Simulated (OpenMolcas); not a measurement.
# Ho2+: CASPT2 settings compared

| Quantity | Value |
| --- | --- |
| Program | OpenMolcas 26.06 |
| Basis | ANO-RCC-VTZP [8s7p5d3f2g1h] |
| Scalar Hamiltonian | X2C, point nucleus |
| Active space | 11 electrons in 7 orbitals (4f) |
| State averaging | 2S+1 = 4 odd, 35 roots (21 in the spin-orbit step); 2S+1 = 2 odd, 112 roots (35 in the spin-orbit step) |
| Spin-orbit coupling | state interaction with AMFI integrals over the reference wave functions, term energies averaged over their components |

Methods on the same reference wave functions:
A. CASSCF
B. SS-CASPT2, IPEA 0.2 Eh, imaginary shift 0.3 Eh (closed shells correlated: 5s 5p)
C. XMS-CASPT2, IPEA 0.3 Eh, sigma1 regulariser 0.2 Eh (closed shells correlated: 4d 5s 5p)
D. XMS-CASPT2, IPEA 0.2 Eh, imaginary shift 0.4 Eh (closed shells correlated: 5s 5p)

Energies in cm⁻¹ above 4f¹¹ ⁴I°_15/2, the measured ground level; measured values from Martin, Zalubas and Hagan, Atomic Energy Levels: The Rare-Earth Elements, NSRDS-NBS 60 (1978); whole-number values converted from NIST levels in rydberg listed in Nahar, Atoms 12, 24 (2024).

| Level | A | B | C | D | Measured |
| --- | --- | --- | --- | --- | --- |
| 4f¹¹ ⁴I°_15/2 | 0.0 | 0.0 | 0.0 | 0.0 | 0.0 |
| 4f¹¹ ⁴I°_13/2 | 5557 | 5600 | 5600 | 5590 | 5439 |
| 4f¹¹ ⁴I°_11/2 | 9194 | 8970 | 9070 | 9070 | 8644 |
| 4f¹¹ ⁴I°_9/2 [63 %] | 11592 | 10830 | 11100 | 11140 | 10770 |
| 4f¹¹ ⁴F°_9/2 [65 %] | 17460 | 14180 | 14770 | 14870 | 13330 |

Deviations, from unrounded energies. A percentage is the sum of absolute deviations over the sum of measured energies, with the sign that they share, or ± where signs differ.

```csv
Against measurement,Levels,A,B,C,D
mean absolute deviation (cm-1),4,1400,350,590,620
fine structure of the ground term (%),3,+6.0,+2.2,+3.7,+3.8
other terms of the ground configuration (%),1,+31.0,+6.4,+10.8,+11.6
```

B lies closest to measurement on these levels and A furthest from it. The largest miss of B in the table is 4f¹¹ ⁴F°_9/2 [65 %], by +850 cm-1. The ranking rests on the paired levels alone, and a cruder setting can come out closer through cancelling errors.

Among B to D the level of the table that moves most is 4f¹¹ ⁴F°_9/2 [65 %], by 700 cm-1 (lowest in B, highest in D). Moves below CASPT2's spread within the term are not significant.

The mean deviations of B to D differ by less than CASPT2's widest spread within a term (1300 cm-1), so their order carries little weight.

The lowest spin-free term lies below A's lowest term by 0.998 hartree in B, 1.490 hartree in C, 1.004 hartree in D.

CASPT2 does not keep the components of a term degenerate, so their means are used; among the terms shown or strongly mixed into the levels shown the widest spread is 1300 cm-1 (4f¹¹ ⁴I°, C). High states are left out of the spin-orbit mixing, which shifts the levels that they would mix with. Some levels mix across a computed gap that differs much from the measured one, so their mixing is not that of the real levels. Without dynamic correlation excited terms often stand tens of per cent too high (terms of higher spin than the ground term too low), and those without a measured partner can miss by more than the paired ones (holds for A). The CASPT2 spread within a term exceeds the gap to the next term for 4f¹¹ ⁴F° and 4f¹¹ ²H°, so the order of their levels is uncertain (holds for C). Measured partners are found by configuration, term and J. A level has none where our copy of the source lacks it or the pairing is in doubt (some pairs that miss far off the trend of their configuration count as doubtful), and it then counts in no deviation. Only configurations of the active space appear. The table leaves out levels that lie high or whose names do not pair safely across all columns.

A share in square brackets marks a mixed level and gives the weight of the term that names it, the lowest over the columns. ° marks odd parity.
